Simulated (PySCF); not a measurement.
Stretching NaI⁺

Set-up: Na def2-SVP, I def2-SVP with ECP28; scalar-relativistic core potentials (PySCF 2.14). Energies in eV from Na⁺ + I in their ground configurations at the same level. State: ²Π (doublet), unpaired electrons π ↑.

All columns are UHF. A positive dipole points towards I; it is taken about the centre of mass and depends on that origin.

| R (Å) | E (eV) | μ (D) | Mulliken charge on Na (basis-dependent) | HOMO (eV) | LUMO (eV) | Mayer bond order | ⟨S²⟩ |
| --- | --- | --- | --- | --- | --- | --- | --- |
| 2.728 | -0.109 | -9.23 | 0.86 | -15.34 | -6.44 | 0.27 | 0.76 |
| 2.855 | -0.239 | -9.73 | 0.86 | -15.18 | -6.29 | 0.28 | 0.76 |
| 2.982 | -0.312 | -10.25 | 0.86 | -15.03 | -6.14 | 0.27 | 0.76 |
| 3.077 | -0.342 | -10.66 | 0.86 | -14.93 | -6.03 | 0.27 | 0.76 |
| 3.172 | -0.356 | -11.07 | 0.87 | -14.82 | -5.92 | 0.26 | 0.76 |
| 3.267 | -0.359 | -11.50 | 0.87 | -14.71 | -5.81 | 0.24 | 0.76 |
| 3.394 | -0.350 | -12.07 | 0.88 | -14.57 | -5.67 | 0.23 | 0.76 |
| 3.553 | -0.328 | -12.81 | 0.90 | -14.41 | -5.50 | 0.20 | 0.76 |
| 3.743 | -0.294 | -13.71 | 0.91 | -14.21 | -5.30 | 0.17 | 0.76 |
| 3.997 | -0.245 | -14.92 | 0.93 | -13.97 | -5.05 | 0.13 | 0.76 |

A fit through these points gives, at Re = 3.248 Å, μ = -11.41 D and dμ/dR = -4.48 D/Å; the reduced mass is 19.46 u.

Question: How strong is the fundamental in the double-harmonic approximation, I = 42.26·(dμ/dR)²/μred km/mol?

Answer: I = 42.26·(-4.48)²/19.46 = 43.6 km/mol at UHF.

These are scalar-relativistic numbers at best; spin–orbit coupling would shift them, the dissociation energy most. For an ion De counts to the pair picked by the measured ionisation energies or electron affinities, which need not be the lowest pair at this level. Hartree–Fock leaves out correlation, which carries a large part of most bond energies and some tenths to 1 eV of ionisation energies. The state is the lowest determinant that a PBE0 search found; another state may lie lower at other levels.
